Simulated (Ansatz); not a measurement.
InO3H3⁺, relaxed as a doublet with UKS PBE0-D4/def2-SVP in Ansatz, starting from the PBE0-D4/def2-SVP geometry of the neutral singlet. Force threshold 0.02 eV/Å.

In the def2 sets In takes a core potential; there is no spin–orbit coupling. The structure comes from a short search, and lower isomers may exist.

Start:

```xyz
7

In   -0.1162   -0.1704    0.1225
O    -1.5161    0.9524    0.9809
O     1.2975    0.5229   -1.1090
O    -0.0943   -2.1165    0.5003
H     0.6300   -2.5430    0.0266
H    -1.4379    1.8804    0.7307
H     1.2371    1.4744   -1.2519
```

Q: Estimate the energy that the relaxation releases and the steps that it takes.

A: 72.0 kJ/mol, in 40 steps; 81 s on 4 threads of Arm Neoverse V2 on a shared host. The force fell under the threshold at step 15, but the optimiser went on and released 0.006 eV more. No frequencies were taken in this run, so the end may be a saddle point.

Q: Does the start keep its bonding?

A: By distances, no bond broke or formed. The bond that changes most is In1–O4, from 1.98 to 2.32 Å (atoms count from 1).

Q: Predict the relaxed structure.

A: 
```csv
atom,x (Å),y (Å),z (Å)
In1,-0.0756,0.4795,-0.0863
O2,-1.5737,0.6232,1.1216
O3,1.4703,0.4162,-1.2408
O4,-0.1044,-1.8424,0.0161
H5,0.4515,-2.4538,0.5519
H6,-1.9074,1.5201,1.2797
H7,1.7393,1.2572,-1.6421
```
Bond lengths: 3 × In–O 1.93 to 2.32 Å; 3 × H–O 0.97 to 0.98 Å.
